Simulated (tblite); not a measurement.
Compound: C₂H₉GeNSi₂.
Structure used (GFN2-xTB), in Å, numbered top down from 1:
```xyz
15
C2H9GeNSi2 angstrom
N      0.5249    2.0938    0.6091
C      1.1187    1.1649    0.9272
C      1.7543   -0.0652    1.2300
Si     1.1624   -1.3674   -0.0880
Si    -0.8105   -0.7308   -1.1469
Ge    -2.0255    1.1186   -0.3789
H      2.8364    0.0549    1.2076
H      1.4645   -0.3731    2.2345
H      1.1245   -2.6171    0.6846
H      2.3140   -1.4927   -0.9922
H     -1.6941   -1.9085   -1.1315
H     -0.4940   -0.5316   -2.5694
H     -2.1128    1.2772    1.1064
H     -3.4762    0.9318   -0.7687
H     -1.6911    2.4532   -0.9456
```

Level: GFN2-xTB in tblite, geometry and Hessian alike; calculated harmonic values, unscaled, isolated species. The method is semi-empirical: single wavenumbers can be off by several per cent or more. Modes of hydrogen on germanium and silicon can be 10 to 20 % off. One conformer, not necessarily the lowest. The optimisation stopped once no atom felt more than 0.01 eV/Å.

Lowest wavenumbers of the output (negative numbers stand for imaginary wavenumbers):
```
mode    cm-1
  1     -33.1
  2      23.7
  3     103.9
  4     117.9
  5     189.0
  6     230.8
  7     306.7
  8     329.3
  9     354.6
 10     364.0
 11     423.7
 12     439.7
 13     457.3
 14     476.1
 15     586.2
```

Problem. Is this structure a minimum?

Solution. Not by this Hessian. 1 mode is imaginary beyond 20i (33i cm⁻¹), so at this level the point lies at or near a first-order saddle. The curvature is small, so loose convergence or finite differences may be the whole cause.

Problem. Which atoms move in the imaginary mode?

Solution. 33i: Si5 (SiH2 silicon) 26 %, Si4 (SiH2 silicon) 22 %. These are shares of the mass-weighted motion.

Problem. What is the remedy?

Solution. Step along that mode in both directions, optimise again with tighter thresholds and repeat the frequencies. The zero-point energy of this point (56.8 kcal/mol) counts the 38 real modes alone, and thermal corrections from it aren't those of a minimum.
